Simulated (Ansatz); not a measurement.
C₉H₂₀IN⁻, that is N-butyl-N-methylpyrrolidinium iodide with one electron more. The state is a doublet with charge -1. Geometry PBE0-D4/def2-SVP; atoms count from 1.

```xyz
31

C    -1.378    2.906   -2.640
C    -0.293    2.394   -1.708
C    -0.653    1.060   -1.062
C     0.410    0.678   -0.056
N     0.221   -0.651    0.627
C    -1.106   -0.703    1.287
C     1.326   -0.846    1.632
C     1.450   -2.340    1.864
C     0.930   -2.980    0.571
C     0.441   -1.835   -0.292
H    -1.596    2.186   -3.448
H    -1.092    3.860   -3.111
H    -2.312    3.079   -2.080
H     0.665    2.296   -2.251
H    -0.137    3.127   -0.898
H    -0.767    0.280   -1.838
H    -1.622    1.186   -0.553
H     0.428    1.436    0.744
H     1.410    0.594   -0.535
H    -1.258    0.233    1.856
H    -1.133   -1.595    1.932
H    -1.877   -0.803    0.510
H     2.246   -0.511    1.090
H     1.116   -0.215    2.510
H     0.888   -2.674    2.752
H     2.543   -2.580    1.983
H     1.808   -3.455    0.041
H     0.135   -3.721    0.766
H    -0.489   -2.020   -0.857
H     1.290   -1.498   -0.953
I    -1.594    3.113    2.115
```

In the def2 sets I takes a core potential; there is no spin–orbit coupling. The highest occupied level of the relaxed charge -1 doublet lies above zero (up to 2.43 eV). By energy differences it is unbound by 1.39 eV (each at its own geometry, against the charge 0 singlet, at PBE0-D4/def2-SVP) and held by the finite basis.

(1) Estimate the Mulliken populations of the heavy atoms from the PBE0/def2-SVP orbitals of Ansatz.

(2) Where does the spin sit?

(3) And the Mayer bond orders between heavy atoms (over 0.3)?

## Answers

(1) 
| atom | charge (e) | spin (α − β) |
| --- | --- | --- |
| C1 | -0.06 | 0.00 |
| C2 | -0.11 | 0.01 |
| C3 | -0.05 | -0.01 |
| C4 | 0.09 | 0.02 |
| N5 | -0.41 | -0.02 |
| C6 | 0.12 | -0.03 |
| C7 | 0.13 | -0.04 |
| C8 | 0.03 | -0.05 |
| C9 | 0.04 | -0.05 |
| C10 | 0.17 | -0.03 |
| I31 | -0.85 | 0.00 |
Mulliken values depend strongly on the basis.

(2) Summed by element: C -0.17, N -0.02, H 1.19, I 0.00, of 1 unpaired in all. Largest on single atoms: H30 0.23, H27 0.20, H23 0.18.

(3) C1–C2 1.10 (1.52 Å); C2–C3 1.08 (1.53 Å); C3–C4 1.08 (1.51 Å); C4–N5 0.86 (1.51 Å); N5–C6 0.89 (1.48 Å); N5–C7 0.88 (1.51 Å); N5–C10 0.86 (1.52 Å); C7–C8 1.11 (1.52 Å); C8–C9 1.09 (1.53 Å); C9–C10 1.12 (1.51 Å).
